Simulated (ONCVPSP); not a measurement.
## Scattering properties, ONCV potential for boron (B)

boron, optimised norm-conserving Vanderbilt (ONCV), made with ONCVPSP 4.0.1 (PW91, scalar-relativistic). Core [He], reference 2s2 2p1. Waves: 2s: rc 1.35 bohr, ncon 4, nbas 8, qcut 4 1/bohr, 2 projectors, debl 1.7 Ha; 2p: rc 3.10 bohr, ncon 4, nbas 7, qcut 4.8 1/bohr, 2 projectors, debl 3.1 Ha; d scattering state at 0.29 Ha: rc 2.95 bohr, ncon 4, nbas 9, qcut 3.2 1/bohr, 1 projector. Local part: polynomial inside 1.10 bohr (lpopt 3, dvloc0 3 Ha). Core correction: Teter function, fcfact 4.25, rcfact 1.25.

The phase is arctan(r·R′/R) of the radial function R(r), unwrapped; energies in Ha, scanned from -2 to 5 Ha. A pole is an energy at which the radial function vanishes at the test radius. The pseudo phase is shifted by a multiple of π to meet the all-electron one at the reference energy, and phase errors are pseudo minus all-electron; the curves can meet again beyond the range given. Levels narrower than the energy grid can be missing from the lists of poles.

```csv
channel,radius (bohr),reference energy (Ha),"poles, all-electron","poles, pseudo",unbroken range about the reference energy with phases within 0.05 rad,phase error 1 Ha above the reference energy (rad)
s,1.37,-0.35,2.99,2.98,the whole range,-0.000
p,3.14,-0.13,"0.02, 1.60, 4.24","0.02, 1.69, 4.44",below 0.3,+0.094
d,3.00,0.29,"1.15, 3.54","1.17, 3.38",below 1.7,+0.011
```

Phases in the p channel:

```tsv
E (Ha)	all-electron	pseudo
-1.98	1.375	1.375
-1.62	1.348	1.348
-1.26	1.306	1.306
-0.90	1.231	1.231
-0.54	1.020	1.022
-0.18	-0.878	-0.877
0.18	-1.800	-1.786
0.54	-3.002	-2.730
0.90	-4.385	-4.303
1.26	-4.612	-4.578
1.62	-4.718	-4.694
1.98	-4.817	-4.793
2.34	-5.010	-4.975
2.70	-6.500	-6.437
3.06	-7.583	-7.583
3.42	-7.734	-7.729
3.78	-7.800	-7.790
4.14	-7.843	-7.829
4.50	-7.882	-7.859
4.86	-7.927	-7.887
```
